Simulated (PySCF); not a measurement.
Isomers of C3H6B2. Computed with PBE0-D3(BJ)/def2-SVP geometry optimisation, gas phase in PySCF 2.14.0. One conformer each; no zero-point energy, no entropy. No frequencies were run at this level. Point groups hold within 0.08 Å.

Task: Order them by energy at this level, lowest first, and give relative energies in kcal/mol.
A. `[BH2:1][CH:2]([BH2:3])[C:4]#[CH:5]` with H–B1–C2–B3 58° and -122°, B1–C2–B3–H 122° and -58°
B. `[BH2:1][CH2:2][BH:3][C:4]#[CH:5]` with H–B1–C2–B3 118° and -62°, B1–C2–B3–C4 -107°

Result: B (0.0), A (19.2).

```
  SMILES      E (Eh)  E rel (kcal/mol)  dipole (D)  point group      A, B, C (MHz)
  BCBC#C  -167.19687               0.0        0.97           C1  15578, 2454, 2367
BC(B)C#C  -167.16621              19.2        0.67           Cs   9644, 3721, 2860
```

Task: How do the relative energies change in single points at PBE0/pcSseg-1 (no added dispersion term) on the same geometries?

Result: 
| SMILES | PBE0-D3(BJ)/def2-SVP (kcal/mol) | PBE0/pcSseg-1 (kcal/mol) | shift |
| --- | --- | --- | --- |
| BCBC#C | 0.0 | 0.0 | 0.0 |
| BC(B)C#C | 19.2 | 19.5 | +0.3 |

Each column counts from its own lowest isomer. The order is unchanged; the largest shift is 0.3 kcal/mol.
